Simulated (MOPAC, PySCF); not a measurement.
H3B3, SMILES `B=BB` (B–B–B–H torsion 180°), neutral singlet in the gas phase. 

Cartesian coordinates (Å):
SMILES: B=BB
```xyz
6

B      1.8256    -0.0007    -0.3052
B      0.2829    -0.0027    -0.3207
B     -1.2822    -0.0011    -0.3385
H      2.9972     0.0017    -0.2940
H     -1.9221    -0.8600     0.1959
H     -1.9014     0.8627    -0.8898
```
Charge 0, multiplicity 1.

All levels are single points at this geometry (B3LYP-D3(BJ)/def2-TZVP); Pople sets use spherical d functions. Orbital energies aren't observables, and empty levels follow the basis.

```tsv
level	HOMO (eV)	LUMO (eV)	gap (eV)	dipole (D)	vertical IE, Delta-SCF (eV)
B3LYP-D3(BJ)/def2-TZVP in PySCF	-6.16	-4.25	1.91	1.93	8.51
M06-2X/def2-TZVP in PySCF	-7.16	-2.97	4.20	1.85	8.36
PBE-D3(BJ)/def2-TZVP in PySCF	-5.49	-5.11	0.38	1.87	8.55
B3LYP/3-21G in PySCF	-6.06	-4.14	1.92	1.85	–
B3LYP/6-311+G** in PySCF	-6.17	-4.26	1.90	1.92	–
B3LYP/6-31G* in PySCF	-5.79	-3.87	1.91	1.98	8.30
BP86/6-31G* in PySCF	-5.22	-4.85	0.37	1.93	–
PBE/6-31G* in PySCF	-5.13	-4.78	0.34	1.92	8.35
HF/6-31G* in PySCF	-7.81	0.37	8.18	1.87	6.95
AM1 in MOPAC	-6.86	-0.23	6.64	1.98	–
PM3 in MOPAC	-9.98	-1.44	8.54	1.70	–
PM6 in MOPAC	-7.29	-1.85	5.44	2.52	–
PM7 in MOPAC	-8.59	-1.57	7.02	4.61	–
```
